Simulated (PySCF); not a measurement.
Isomers of C6H17NSn, mass 223.038 u with the commonest isotopes. Computed with PySCF, PBE0-D3(BJ)/def2-SVP geometry optimisation, gas phase, def2 core potentials past Kr. One conformer each, none proved a minimum here; rigid rotors. Atoms past krypton carry def2 core potentials.

**Question.** Order these by rotational constant B, largest first.
A. `[H][Sn]([CH3])([CH3])[N](CC)CC` (SnHMe2(NEt2))
B. `CC(C)[NH][Sn]([CH3])([CH3])[CH3]` (SnMe3(NHiPr))
C. `CC(C)(C)[NH][SnH]([CH3])[CH3]` (SnHMe2(NHtBu))
D. Sn(NMeEt)Me3, `CC[N](C)[Sn]([CH3])([CH3])[CH3]`

**Answer.** D (944.4 MHz), B (852.2 MHz), A (820.2 MHz), C (721.6 MHz).

**Question.** Order these by dipole moment, largest first.
A. SnMe3(NHiPr) (`CC(C)[NH][Sn]([CH3])([CH3])[CH3]`)
B. SnHMe2(NHtBu) (`[H][Sn]([CH3])([CH3])[NH]C(C)(C)C`)
C. `CC[N](C)[Sn]([CH3])([CH3])[CH3]` (Sn(NMeEt)Me3)

**Answer.** C (0.89 D), A (0.72 D), B (0.49 D).

**Question.** Order these by rotational constant C, largest first.
A. `CC[N]([Sn]([CH3])([CH3])[CH3])C` (Sn(NMeEt)Me3)
B. `CC(C)[NH][Sn]([CH3])([CH3])[CH3]` (SnMe3(NHiPr))
C. SnHMe2(NHtBu), `[H][Sn]([CH3])([CH3])[NH]C(C)(C)C`
D. `[H][Sn]([CH3])([CH3])[N](CC)CC` (SnHMe2(NEt2))

**Answer.** A (851.0 MHz), B (802.1 MHz), D (734.7 MHz), C (649.2 MHz).

| SMILES | point group | Ia (u·Å²) | Ib (u·Å²) | Ic (u·Å²) | κ | μa (D) | μb (D) | μc (D) |
| --- | --- | --- | --- | --- | --- | --- | --- | --- |
| CC(C)[NH][Sn]([CH3])([CH3])[CH3] | C1 | 277.44 | 593.03 | 630.04 | -0.90 | 0.29 | 0.47 | 0.47 |
| CC[N](C)[Sn]([CH3])([CH3])[CH3] | C1 | 304.99 | 535.13 | 593.86 | -0.77 | 0.71 | 0.37 | 0.39 |
| [H][Sn]([CH3])([CH3])[NH]C(C)(C)C | C1 | 232.76 | 700.35 | 778.44 | -0.90 | 0.38 | 0.32 | 0.01 |
| [H][Sn]([CH3])([CH3])[N](CC)CC | C1 | 317.81 | 616.14 | 687.86 | -0.80 | 0.70 | 0.59 | 0.38 |
